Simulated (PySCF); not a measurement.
Choosing a molecule for a target property.

Each SMILES stands for a single optimised conformer of the isolated species, non-relativistic unless stated. Electronic properties by PySCF.

The conformers computed, where there is a choice (atom-mapped SMILES and torsion angles):
- `[CH:1]#[C:2][C:3](=[CH2:4])[C@H:5]1[CH:6][CH2:7]1`: C2–C3–C5–C6 -34°
- `[CH:1]#[C:2][CH:3]([C:4]#[CH:5])[CH:6][CH3:7]`: C2–C3–C6–C7 101°
- `[CH2-:1][C:2]([CH3:3])[SiH2:4][CH3:5]`: C1–C2–Si4–C5 173°
- `[F:1][C:2]([F:3])[O:4]/[CH:5]=[CH:6]\[O:7][SiH3:8]`: F1–C2–O4–C5 -29°, C2–O4–C5–C6 -165°, C5–C6–O7–Si8 0°

(1) Wanted: smallest rotational constant below 1.6 GHz (GFN2-xTB) and isotropic g value below 2.003 (unrestricted B3LYP/pcH-1, mean-field spin–orbit), at GFN2-xTB geometries. Which candidate meets both?
A. `F[C](F)O/C=C\O[SiH3]` [radical]
B. `C(#C)C([CH]C)C#C` [radical]
C. `[CH2-][C](C)[SiH2]C` [radical]
D. `C#CC(=C)[C@H]1[CH]C1` [radical]

## Answers

(1) B. Computed values:
```csv
species,smallest rotational constant,isotropic g value
F[C](F)O/C=C\O[SiH3] [radical],0.757 GHz,2.00332
C(#C)C([CH]C)C#C [radical],1.393 GHz,2.00255
C#CC(=C)[C@H]1[CH]C1 [radical],1.721 GHz,2.00268
[CH2-][C](C)[SiH2]C [radical],1.922 GHz,2.00281
```
